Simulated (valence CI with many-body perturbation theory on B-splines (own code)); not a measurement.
Questions on Tc³⁸⁺

Level of theory: relativistic CI+MBPT: three valence electrons over a frozen Dirac-Fock core [He], a basis of 9 s, 9 p, 8 d, 6 f, 3 g, 1 h functions for each j, with the one-electron correlation potential Σ1 (screened to all orders), the two-electron term Σ2, the three-electron term Σ3, Breit, model QED; selected single and double excitations, second order for the rest, scaled by the run's own slope (own B-spline code, finite nucleus).

The last digits are not significant, and no measured levels were compared; by estimate large intervals hold to a few tenths of a per cent, small ones and those within an open d or f shell to about a per cent.

Levels are named by their leading jj configuration (3d3/2^4 stands for four electrons in 3d with j = 3/2), which in mixed levels can hold well under half, so a name can repeat and another be missing.

Rates and lifetimes use the calculated energies. Strong lines usually hold to 10 to 20 %, long lifetimes can be off by a factor of two.

Q: What is the ground level?

A: (2s^2 2p1/2) J=1/2, composition 99 % 2s2 2p 2P°, g = 0.651.

Q: Where does the other parity begin?

A: At (2s 2p1/2^2) J=1/2, 115.2 eV.

Q: How well does LS coupling describe the low levels?

A: Among the lowest 20 levels the leading LS term, summed over configurations, holds 78 % on average. For single configurations the figures are 77 % in LS and 95 % in jj coupling. Terms mix most in the J = 3/2 level at 407.3 eV, where the leading one holds 41 %.

Q: What are the static dipole polarisabilities of the lowest levels?

A: (2s^2 2p1/2) J=1/2 0.00183 bohr³, of which the core gives 2.45e-06.

Q: What is the ionisation energy?

A: 5572 eV; NIST lists 5570 ± 4 eV (semi-empirical).

Q: Among levels below 3439.9 eV, which E1 lines absorb most strongly from the ground level?

A: to (2s^2 3d3/2) J=3/2 at 0.3834 nm, f = 0.745; to (2s 2p1/2 3p3/2) J=3/2 at 0.3757 nm, f = 0.210; to (2s 2p1/2 3p3/2) J=1/2 at 0.3764 nm, f = 0.136.

Q: Name the longest-lived excited levels whose lifetime is computed, and their main decay.

A: (2s^2 2p3/2) J=3/2 at 132.4 eV lives 87.1 ns, mostly by M1 to (2s^2 2p1/2) J=1/2; (2s 2p1/2 2p3/2) J=3/2 at 214.6 eV lives 2.19 ns, mostly by E1 to (2s^2 2p1/2) J=1/2; (2s 2p1/2 2p3/2) J=5/2 at 238.6 eV lives 478 ps, mostly by E1 to (2s^2 2p3/2) J=3/2.
